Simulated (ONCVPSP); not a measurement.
# Reading a pseudo-wave (C)

Columns: radius, all-electron u(r) and pseudo u(r) of the 2p shell (level -17.12 eV) of carbon in the configuration [He] 2s2 2p1; LDA (Perdew-Wang 92), scalar-relativistic, ONCV scheme, ONCVPSP 4.0.1.

```csv
r (bohr),all-electron,pseudo
0.138,0.0953,0.0272
0.275,0.2667,0.1042
0.413,0.4350,0.2210
0.550,0.5711,0.3600
0.688,0.6713,0.5049
0.825,0.7360,0.6364
0.963,0.7708,0.7424
1.100,0.7809,0.8127
1.238,0.7720,0.8457
1.375,0.7492,0.8434
1.513,0.7162,0.8123
1.650,0.6769,0.7614
1.788,0.6334,0.6988
1.925,0.5882,0.6332
2.062,0.5426,0.5697
2.200,0.4972,0.5110
2.338,0.4534,0.4590
2.475,0.4119,0.4134
2.613,0.3724,0.3726
2.750,0.3358,0.3358
2.888,0.3016,0.3016
3.025,0.2704,0.2704
3.162,0.2418,0.2418
3.300,0.2155,0.2155
3.438,0.1917,0.1917
3.575,0.1704,0.1704
```

Question: How many radial nodes do the two functions have?

Answer: The all-electron 2p function has n − l − 1 = 0; the pseudo-wave has 0.

Question: At about which radius was the pseudo-wave matched?

Answer: 2.75 bohr, where the columns begin to agree (steps of 0.14 bohr).

Question: Is the pseudo-wave norm-conserving?

Answer: Yes: the ONCV scheme keeps the norm inside the radius equal to the all-electron one, which fixes the energy derivative of the logarithmic derivative at the level.
